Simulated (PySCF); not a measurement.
## Bond energies at r²SCAN/def2-TZVPP beside a composite method

PySCF, lowest determinants of a PBE0 search. The composite is CCSD(T) extrapolated to the basis-set limit from two correlation-consistent sets, with core-valence (CV) and scalar-relativistic (SR) terms as its label shows; it has no spin–orbit coupling and nothing beyond (T).

| species | state (unpaired electrons) | De r²SCAN (eV) | De composite (eV) | composite | dissociates to |
| --- | --- | --- | --- | --- | --- |
| BiS | doublet (π ↑) | 3.25 | 3.15 | CCSD(T)/CBS(DT) | Bi + S |
| AsS | doublet (π ↑) | 4.09 | 3.80 | CCSD(T)/CBS(DT) | As + S |
| LiI | singlet (closed shell) | 3.77 | 3.95 | CCSD(T)/CBS(TQ)+CV | Li + I |
| IF | singlet (closed shell) | 2.95 | 2.98 | CCSD(T)/CBS(TQ)+CV | I + F |
| ZnS | singlet (closed shell) | 1.61 | 1.49 | CCSD(T)/CBS(TQ) | Zn + S |
| GaS | doublet (σ ↑) | 3.94 | 3.61 | CCSD(T)/CBS(DT) | Ga + S |
| ICl | singlet (closed shell) | 2.40 | 2.43 | CCSD(T)/CBS(TQ)+CV | I + Cl |
| TlC | quartet (σ ↑, π ↑↑) | 2.92 | 2.62 | CCSD(T)/CBS(DT)+CV | Tl + C |

**Question.** Does r²SCAN bind more or less than the composite, by how much on average, and where is the difference largest?

**Answer.** r²SCAN/def2-TZVPP binds more on average, method and basis taken together: the mean signed difference is +0.11 eV and the mean absolute one 0.17 eV; it is largest for GaS (+0.33 eV).

The molecules are drawn from runs that passed checks on state, spin purity and fit, so the hardest cases are missing and the errors look smaller than over all diatomics.

Correlated steps freeze the inner cores (5 to 14 orbitals); shallow outer-core shells are correlated. These are scalar-relativistic numbers at best; spin–orbit coupling would shift them, the dissociation energy most. Where the molecule has an RHF reference, its open-shell atoms are computed with UHF. The CCSD T1 diagnostic is raised in ZnS, a sign that a single reference may not be enough there. States were picked by a PBE0 search and need not be the measured ground states.
